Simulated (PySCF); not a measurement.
## Assigning NMR signals

Numbering as in the mapped SMILES `[O:1]=[C:2]1[CH2:3][CH2:4][C@@H:5]1[O:6][SiH2:7][CH:8]([F:9])[F:10]`. Each H is labelled by its parent atom. Ha(C3), Ha(C4) are cis to O6 on the ring; Ha(Si7) is pro-R; Hb(Si7) is pro-S; Hb(C3), Hb(C4) are trans to O6 on the ring.

No relativistic terms, single conformer, gas phase. Coordinates at the GFN2-xTB level; NMR shieldings at PBE0/pcSseg-1/GIAO; PySCF 2.14.

δ = σ(ref) − σ, references computed at the same level: ¹³C (186.93 ppm) and ¹H (31.72 ppm) vs TMS.

Q: Assign these signals to the numbered atoms. ¹³C{¹H} NMR (computed): δ 215.4 (C), 127.3 (CH), 85.0 (CH), 40.5 (CH2), 22.8 (CH2).

A: 
| δ (ppm) | atoms | environment | reason |
| --- | --- | --- | --- |
| 215.4 | C2 | ketone carbonyl carbon | low-lying n→π* states of the double bond to the heteroatom give a large paramagnetic term (-280 ppm) |
| 127.3 | C8 | sp3 CH bonded to 2 F and Si | 2 electronegative neighbours deshield it |
| 85.0 | C5 | sp3 CH bonded to O, α to a carbonyl | deshielded by the electronegative neighbour |
| 40.5 | C3 | sp3 CH2 α to a carbonyl | α to the electron-withdrawing carbonyl group |
| 22.8 | C4 | sp3 CH2 in a ring | a saturated carbon with 2 carbon neighbours and no heteroatom attached |

Q: Assign these signals to the numbered atoms. ¹H NMR (300 MHz, computed): δ 6.42 (m, 1H), 5.47 (m, 1H), 5.21 (m, 1H), 4.71 (m, 1H), 2.88 (m, 1H), 2.85 (m, 1H), 2.41 (m, 1H), 1.98 (m, 1H).

A: 
```tsv
δ (ppm)	atoms	environment	reason
6.42	H(C8)	hydrogen on an sp3 CH bonded to 2 F and Si	its carbon carries F, which withdraws density
5.47	Ha(Si7)	hydrogen on a silicon bonded to C, O	–
5.21	H(C5)	hydrogen on an sp3 CH bonded to O, α to a carbonyl	its carbon carries O, which withdraws density
4.71	Hb(Si7)	hydrogen on a silicon bonded to C, O	–
2.88	Ha(C3)	hydrogen on an sp3 CH2 α to a carbonyl	α to C=O
2.85	Hb(C3)	hydrogen on an sp3 CH2 α to a carbonyl	–
2.41	Hb(C4)	hydrogen on an sp3 CH2 in a ring	–
1.98	Ha(C4)	hydrogen on an sp3 CH2 in a ring	–
```

Ha(C3) and Hb(C3) lie closer than the usual error of such a calculation, so a measured spectrum could show them in the other order.

Splittings by ¹⁹F in the carbon and heteronuclear signals aren't shown, as no couplings were computed. Shifts are as computed. Against solution values, carbons near 30 ppm lie about +3 ppm off and those near 130 ppm about +5 ppm. Of 1309 compounds with measured shifts, 239 miss one by over three times the rms of a fit or turn the order of signals round; such compounds aren't used in these exercises. No couplings were computed; multiplicities are counted from neighbouring protons, with m where these are inequivalent, close in shift, in a saturated or five-membered ring or joined by F or P, and br s for small geminal =CH2 splittings.
